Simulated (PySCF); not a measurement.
C$_{2}$H$_{6}$OZn, charge +1, doublet, at a GFN2-xTB geometry (such geometries of metal compounds can be far from the true shape) (a state made from the parent by changing its charge; the spin is typed, not shown lowest); HF/STO-3G (PySCF).

The PySCF input:
```python
from pyscf import gto, scf

mol = gto.M(
    atom='''
Zn    0.660528    0.078930    0.313643
C    -0.279773   -0.973573   -1.305849
C    -1.663825   -0.509349   -1.220521
H    -0.103098   -2.013784   -1.029938
H     0.292173   -0.629144   -2.168047
H    -1.786687    0.555696   -1.436145
H    -2.171314   -0.801466   -0.296286
H    -2.227819   -1.025483   -2.020479
O    -0.279399    1.104988    1.328493
H     0.077703    1.603923    2.071895
''',
    basis='sto-3g',
    charge=1,
    spin=1,
    verbose=4,
)

mf = scf.UHF(mol)
mf.diis_space = 4
mf.kernel()
```

It wrote (shortened):

```
PySCF version 2.14.0

[INPUT] verbose = 4
[INPUT] num. atoms = 10
[INPUT] num. electrons = 55
[INPUT] charge = 1
[INPUT] spin (= nelec alpha-beta = 2S) = 1
[INPUT] symmetry False subgroup None
[INPUT] Mole.unit = angstrom
[INPUT] Symbol           X                Y                Z      unit          X                Y                Z       unit  Magmom
[INPUT]  1 Zn     0.660528000000   0.078930000000   0.313643000000 AA    1.248217017607   0.149156083012   0.592699370887 Bohr   0.0
[INPUT]  2 C     -0.279773000000  -0.973573000000  -1.305849000000 AA   -0.528694347048  -1.839786332271  -2.467696970037 Bohr   0.0
[INPUT]  3 C     -1.663825000000  -0.509349000000  -1.220521000000 AA   -3.144173569204  -0.962530111821  -2.306450419280 Bohr   0.0
[INPUT]  4 H     -0.103098000000  -2.013784000000  -1.029938000000 AA   -0.194826983990  -3.805500234031  -1.946300745282 Bohr   0.0
[INPUT]  5 H      0.292173000000  -0.629144000000  -2.168047000000 AA    0.552126950993  -1.188909852913  -4.097015055185 Bohr   0.0
[INPUT]  6 H     -1.786687000000   0.555696000000  -1.436145000000 AA   -3.376349100321   1.050113248516  -2.713920725163 Bohr   0.0
[INPUT]  7 H     -2.171314000000  -0.801466000000  -0.296286000000 AA   -4.103188790434  -1.514551238151  -0.559899394543 Bohr   0.0
[INPUT]  8 H     -2.227819000000  -1.025483000000  -2.020479000000 AA   -4.209967765102  -1.937882015397  -3.818151950435 Bohr   0.0
[INPUT]  9 O     -0.279399000000   1.104988000000   1.328493000000 AA   -0.527987589477   2.088124690931   2.510487928402 Bohr   0.0
[INPUT] 10 H      0.077703000000   1.603923000000   2.071895000000 AA    0.146837389057   3.030975194891   3.915314108856 Bohr   0.0

nuclear repulsion = 249.662707842728
number of shells = 23
number of NR pGTOs = 117
number of NR cGTOs = 39
basis = sto-3g
ecp = {}

******** <class 'pyscf.scf.uhf.UHF'> ********
method = UHF
initial guess = minao
damping factor = 0
level_shift factor = 0
DIIS = <class 'pyscf.scf.diis.CDIIS'>
diis_start_cycle = 1
diis_space = 4
diis_damp = 0
SCF conv_tol = 1e-09
SCF conv_tol_grad = None
SCF max_cycles = 50
direct_scf = True
direct_scf_tol = 1e-13
number electrons alpha = 28  beta = 27
Set gradient conv threshold to 3.16228e-05
init E= -1907.47384444851

cycle= 1 E= -1909.04626989375  delta_E= -1.57  |g|= 0.469  |ddm|= 2.59
cycle= 2 E= -1909.28356742502  delta_E= -0.237  |g|= 0.269  |ddm|= 1.05
cycle= 3 E= -1909.33732356158  delta_E= -0.0538  |g|= 0.0827  |ddm|= 0.37
cycle= 4 E= -1909.34839405782  delta_E= -0.0111  |g|= 0.0335  |ddm|= 0.21
cycle= 5 E= -1909.35024814231  delta_E= -0.00185  |g|= 0.0239  |ddm|= 0.0665
cycle= 6 E= -1909.35209062471  delta_E= -0.00184  |g|= 0.0245  |ddm|= 0.0643
cycle= 7 E= -1909.35173036356  delta_E= 0.00036  |g|= 0.0238  |ddm|= 0.0123
cycle= 8 E= -1909.34691421358  delta_E= 0.00482  |g|= 0.0192  |ddm|= 0.248
cycle= 9 E= -1909.34670746096  delta_E= 0.000207  |g|= 0.0169  |ddm|= 0.043
cycle= 10 E= -1909.34695483483  delta_E= -0.000247  |g|= 0.0131  |ddm|= 0.0416
cycle= 11 E= -1909.34742838344  delta_E= -0.000474  |g|= 0.0115  |ddm|= 0.0457
cycle= 12 E= -1909.34842468457  delta_E= -0.000996  |g|= 0.0098  |ddm|= 0.0875
cycle= 13 E= -1909.34881119469  delta_E= -0.000387  |g|= 0.0095  |ddm|= 0.035
cycle= 14 E= -1909.34923247399  delta_E= -0.000421  |g|= 0.0092  |ddm|= 0.0357
cycle= 15 E= -1909.3504067227  delta_E= -0.00117  |g|= 0.00826  |ddm|= 0.104
cycle= 16 E= -1909.3514521189  delta_E= -0.00105  |g|= 0.00739  |ddm|= 0.108
cycle= 17 E= -1909.35236523259  delta_E= -0.000913  |g|= 0.00649  |ddm|= 0.113
cycle= 18 E= -1909.35314312948  delta_E= -0.000778  |g|= 0.00594  |ddm|= 0.113
cycle= 19 E= -1909.35332848029  delta_E= -0.000185  |g|= 0.00613  |ddm|= 0.0282
cycle= 20 E= -1909.35325904469  delta_E= 6.94e-05  |g|= 0.00573  |ddm|= 0.0195
cycle= 21 E= -1909.35328348462  delta_E= -2.44e-05  |g|= 0.00446  |ddm|= 0.044
cycle= 22 E= -1909.35349790296  delta_E= -0.000214  |g|= 0.00352  |ddm|= 0.0709
cycle= 23 E= -1909.35361880198  delta_E= -0.000121  |g|= 0.0027  |ddm|= 0.0573
cycle= 24 E= -1909.35370721455  delta_E= -8.84e-05  |g|= 0.00227  |ddm|= 0.0448
cycle= 25 E= -1909.35374904207  delta_E= -4.18e-05  |g|= 0.00189  |ddm|= 0.0182
cycle= 26 E= -1909.35378827829  delta_E= -3.92e-05  |g|= 0.00149  |ddm|= 0.0219
cycle= 27 E= -1909.3538252872  delta_E= -3.7e-05  |g|= 0.00107  |ddm|= 0.0313
cycle= 28 E= -1909.35383651149  delta_E= -1.12e-05  |g|= 0.000974  |ddm|= 0.0144
cycle= 29 E= -1909.35384144978  delta_E= -4.94e-06  |g|= 0.001  |ddm|= 0.00684
cycle= 30 E= -1909.35383811041  delta_E= 3.34e-06  |g|= 0.000897  |ddm|= 0.00351
cycle= 31 E= -1909.3538363665  delta_E= 1.74e-06  |g|= 0.000732  |ddm|= 0.00849
cycle= 32 E= -1909.35383643712  delta_E= -7.06e-08  |g|= 0.000624  |ddm|= 0.00722
cycle= 33 E= -1909.35383757129  delta_E= -1.13e-06  |g|= 0.000593  |ddm|= 0.00312
cycle= 34 E= -1909.35383840634  delta_E= -8.35e-07  |g|= 0.000583  |ddm|= 0.00119
cycle= 35 E= -1909.35383944739  delta_E= -1.04e-06  |g|= 0.000581  |ddm|= 0.00141
cycle= 36 E= -1909.35384068367  delta_E= -1.24e-06  |g|= 0.000584  |ddm|= 0.00175
cycle= 37 E= -1909.35384021607  delta_E= 4.68e-07  |g|= 0.00058  |ddm|= 0.001
cycle= 38 E= -1909.35384040431  delta_E= -1.88e-07  |g|= 0.00058  |ddm|= 0.000496
cycle= 39 E= -1909.35384082772  delta_E= -4.23e-07  |g|= 0.000579  |ddm|= 0.00081
cycle= 40 E= -1909.35384095712  delta_E= -1.29e-07  |g|= 0.00058  |ddm|= 0.000192
cycle= 41 E= -1909.35384028399  delta_E= 6.73e-07  |g|= 0.000578  |ddm|= 0.000938
cycle= 42 E= -1909.3538386584  delta_E= 1.63e-06  |g|= 0.000569  |ddm|= 0.00261
cycle= 43 E= -1909.35383276669  delta_E= 5.89e-06  |g|= 0.000546  |ddm|= 0.00981
cycle= 44 E= -1909.35383126059  delta_E= 1.51e-06  |g|= 0.00054  |ddm|= 0.00293
cycle= 45 E= -1909.35383122082  delta_E= 3.98e-08  |g|= 0.000537  |ddm|= 0.00168
cycle= 46 E= -1909.35383142626  delta_E= -2.05e-07  |g|= 0.000537  |ddm|= 0.000512
cycle= 47 E= -1909.3538314287  delta_E= -2.45e-09  |g|= 0.000537  |ddm|= 5.72e-05
cycle= 48 E= -1909.35383175583  delta_E= -3.27e-07  |g|= 0.000536  |ddm|= 0.000625
cycle= 49 E= -1909.35383197476  delta_E= -2.19e-07  |g|= 0.000537  |ddm|= 0.000378
cycle= 50 E= -1909.35383178577  delta_E= 1.89e-07  |g|= 0.000537  |ddm|= 0.000478
SCF not converged.
SCF energy = -1909.35383178577 after 50 cycles  <S^2> = 0.79452158  2S+1 = 2.0440368
```

The run did not converge; its last values are not results.
